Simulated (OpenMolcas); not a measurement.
## Ga I: thermal populations, the spin-orbit constant, worked from levels

```yaml
Program: OpenMolcas
Basis: ANO-R3 [7s6p5d4f2g]
Scalar_Hamiltonian: X2C, finite nucleus
Active_space: 3 electrons in 4 orbitals (4s 4p)
State_averaging: 2S+1 = 4 odd, 1 root (0 in the spin-orbit step); 2S+1 = 2 odd, 3 roots; 2S+1 = 4 even, 3 roots; 2S+1 = 2 even, 5 roots (0 in the spin-orbit step)
Spin-orbit_coupling: state interaction with AMFI integrals over the reference wave functions, term energies averaged over their components
```

Methods: CASSCF; SS-CASPT2, IPEA 0.25 Eh, imaginary shift 0.1 Eh (closed shells correlated: 3d). Measured levels: NIST Handbook of Basic Atomic Spectroscopic Data.

**Thermal populations.** Z = Σ (2J + 1) exp(-E/kT) with k = 0.695035 cm-1/K, over the levels below. No other level of either list lies under 24700 cm-1, which is above 7 kT at each temperature.

```tsv
Level	2J + 1	SS-CASPT2	measured
4s2 4p 2P* 1/2	2	0.0	0.0
4s2 4p 2P* 3/2	4	797	826
```

| T (K) | Z, SS-CASPT2 | Z, measured levels | Ground level (%), SS-CASPT2 | Ground level (%), measured levels |
| --- | --- | --- | --- | --- |
| 2000 | 4.255 | 4.208 | 47.0 | 47.5 |
| 3000 | 4.729 | 4.692 | 42.3 | 42.6 |
| 5000 | 5.180 | 5.154 | 38.6 | 38.8 |

At 5000 K, kT = 3475 cm-1, and the computed levels give Z = 2.000 + 3.180 = 5.180.

**The spin-orbit constant.** For the Hund term 2P* of p1, E(J) = (A/2) J(J+1) + constant and ζ = 2S·A = A. From J = 1/2 to J = 3/2 the energy changes by 1.5 A.

| Source | E(3/2) - E(1/2) | A | ζ |
| --- | --- | --- | --- |
| CASSCF | 797.4 | 531.6 | 532 |
| SS-CASPT2 | 797.4 | 531.6 | 532 |
| measured | 826.2 | 550.8 | 551 |

All in cm-1. SS-CASPT2 is off by -3.5 % and CASSCF by -3.5 %. Both methods take the spin-orbit matrix elements from the reference wave functions, so the second can move ζ only through the term energies and any multistate remixing.

Some high roots are left out of the spin-orbit mixing, which shifts the levels that they would mix with. Without dynamic correlation excited terms often stand tens of per cent too high (terms of higher spin than the ground term too low), and those without a measured partner can miss by more than the paired ones (holds for CASSCF). Computed and measured levels are paired by configuration, term and J; levels that our copy of the source lacks, or whose pairing is in doubt (as where it misses far off the trend of its configuration), stay unpaired and out of the deviations. Levels of configurations outside the active space are missing.

* marks odd parity.
